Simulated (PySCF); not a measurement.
The dipole of `C[Si](C)(OC(C)(C)C)OC(C)(C)C` (Si(OtBu)2Me2) from its density and from atomic charges.

Coordinates (PBE0-D3(BJ)/def2-SVP, Å) and charges (e) from the PBE0/pcSseg-1 density (PySCF):

```tsv
atom	x	y	z	Mulliken	IAO	Hirshfeld	ESP-fitted
Si1	-0.392	-0.335	-1.073	+1.2797	+1.4222	+0.4864	+1.3817
O2	-0.610	-0.300	0.582	-0.6758	-0.6553	-0.2100	-0.7504
C3	-1.703	-0.035	1.444	-0.1721	+0.2555	+0.0993	+0.8983
C4	-2.992	-0.637	0.890	-0.2354	-0.4195	-0.1210	-0.6068
C5	-1.352	-0.689	2.776	-0.1830	-0.4097	-0.1233	-0.5978
C6	-1.850	1.475	1.617	-0.2029	-0.4160	-0.1239	-0.6017
H7	-3.829	-0.474	1.585	+0.1174	+0.1395	+0.0435	+0.1416
H8	-3.265	-0.176	-0.073	+0.1138	+0.1280	+0.0379	+0.1309
H9	-2.878	-1.720	0.736	+0.1287	+0.1399	+0.0414	+0.1453
H10	-1.215	-1.771	2.639	+0.1158	+0.1407	+0.0394	+0.1445
H11	-2.142	-0.523	3.524	+0.1045	+0.1314	+0.0398	+0.1331
H12	-0.410	-0.273	3.163	+0.1215	+0.1397	+0.0401	+0.1476
H13	-2.103	1.959	0.662	+0.1190	+0.1337	+0.0374	+0.1368
H14	-0.906	1.907	1.982	+0.1242	+0.1382	+0.0396	+0.1424
H15	-2.643	1.715	2.342	+0.1104	+0.1347	+0.0409	+0.1363
O16	1.239	-0.490	-1.318	-0.6522	-0.6512	-0.2210	-0.7631
C17	2.374	0.046	-0.651	-0.1560	+0.2559	+0.0991	+0.9666
C18	2.638	-0.782	0.604	-0.2034	-0.4199	-0.1288	-0.6455
C19	3.532	-0.083	-1.634	-0.1769	-0.4096	-0.1253	-0.6242
C20	2.148	1.511	-0.286	-0.2554	-0.4219	-0.1242	-0.6416
H21	3.537	-0.427	1.132	+0.1015	+0.1286	+0.0370	+0.1333
H22	1.775	-0.721	1.282	+0.1451	+0.1478	+0.0313	+0.1680
H23	2.789	-1.837	0.331	+0.1110	+0.1372	+0.0371	+0.1477
H24	3.662	-1.136	-1.924	+0.1166	+0.1411	+0.0383	+0.1547
H25	4.472	0.280	-1.191	+0.1010	+0.1306	+0.0388	+0.1348
H26	3.324	0.499	-2.544	+0.1106	+0.1371	+0.0365	+0.1436
H27	1.303	1.609	0.412	+0.1374	+0.1370	+0.0348	+0.1506
H28	1.935	2.106	-1.188	+0.1198	+0.1337	+0.0376	+0.1430
H29	3.041	1.934	0.198	+0.1128	+0.1368	+0.0413	+0.1421
C30	-1.052	1.216	-1.890	-0.6798	-0.7539	-0.2225	-0.8387
H31	-0.764	1.221	-2.953	+0.1450	+0.1569	+0.0430	+0.1797
H32	-0.647	2.127	-1.425	+0.1451	+0.1506	+0.0398	+0.1824
H33	-2.152	1.266	-1.842	+0.1366	+0.1448	+0.0375	+0.1723
C34	-1.140	-1.856	-1.850	-0.6462	-0.7460	-0.2217	-0.8296
H35	-0.816	-2.758	-1.309	+0.1443	+0.1571	+0.0437	+0.1878
H36	-0.804	-1.948	-2.895	+0.1439	+0.1584	+0.0437	+0.1852
H37	-2.240	-1.824	-1.846	+0.1334	+0.1458	+0.0377	+0.1691
```

Problem. Form Σ q r in debye for every column and set it beside the full dipole.

Solution. The full density gives (-1.17, 0.83, 0.74) D, 1.62 D in size; dipole vectors point from the negative to the positive end.

| scheme | μx | μy | μz | size (D) | share of the full size (%) | angle to the full dipole (°) |
| --- | --- | --- | --- | --- | --- | --- |
| Mulliken | -1.30 | 1.57 | 2.13 | 2.95 | 182 | 22 |
| IAO | -1.24 | 1.08 | 1.11 | 1.99 | 123 | 8 |
| Hirshfeld | -0.87 | 0.36 | 0.43 | 1.04 | 64 | 12 |
| ESP-fitted | -1.17 | 0.84 | 0.75 | 1.62 | 100 | 0 |

Problem. Which set comes closest?

Solution. Length of the difference vector: ESP-fitted 0.01 D, IAO 0.45 D, Hirshfeld 0.64 D, Mulliken 1.58 D. Closest: ESP-fitted. ESP charges are fitted to the potential around the molecule, whose slowest-falling term is the dipole's. The schemes that divide the density aren't constrained to reproduce the dipole.

Problem. What is left for the Hirshfeld atoms' own dipoles?

Solution. The shares of the density sum to the whole, so what Σ q r misses lies in dipoles about the nuclei. The atomic dipoles sum to (-1.17, 0.83, 0.74) − (-0.87, 0.36, 0.43) = (-0.30, 0.47, 0.31) D, 0.64 D in size.

Problem. With the origin at the mean of the coordinates, (-0.004, 0.002, 0.000) Å, which are the largest single terms, by size, of the Mulliken dipole along the direction of the full one?

Solution. O16 +5.51, C34 +3.04, C19 +2.85, C6 -2.76, C4 -2.54 D; all 37 atoms together +2.73 D. The single terms depend on the origin, their sum doesn't.

Problem. Give the size of the full dipole in other units.

Solution. 1.62 D = 0.636 au = 0.337 e·Å = 5.39 × 10⁻³⁰ C·m.

One conformer (not necessarily the lowest) at the PBE0-D3(BJ)/def2-SVP geometry, without solvent, vibrations or thermal averaging.
